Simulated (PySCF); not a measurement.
CH8Si2, charge +1, multiplicity 2. Atoms are numbered in the order given.

```xyz
11

Si     1.4547     0.0005    -0.2585
C      0.0000     0.0000     1.0698
Si    -1.4547    -0.0005    -0.2585
H      2.4306    -0.5570     0.7742
H      1.7160     1.3997    -0.6965
H      1.1870    -0.9665    -1.3663
H     -0.0969    -0.9086     1.6980
H      0.0969     0.9086     1.6980
H     -1.1870     0.9665    -1.3663
H     -1.7160    -1.3997    -0.6965
H     -2.4306     0.5570     0.7742
```
Charge +1, spin multiplicity 2.

Geometry: PBE-D3(BJ)/def2-SVP. The spin state was assumed, not searched.

Calculation: r2SCAN/def2-TZVPD (PySCF).

Gas-phase values at a fixed geometry.

The total energy comes out as -621.48707 hartree and the point group comes out as C2. The α spin, highest occupied and lowest empty level is -13.10 and -6.29 eV, the β spin, highest occupied and lowest empty level comes out as -14.08 and -11.37 eV and the dipole moment about the centre of nuclear charge is 0.86 D. The mean static polarisability comes out as 71.1 bohr³ (10.54 Å³) and the polarisability, principal values is 55.4, 59.9, 98.1 bohr³. The ⟨S²⟩ is 0.760 (pure state 0.75).
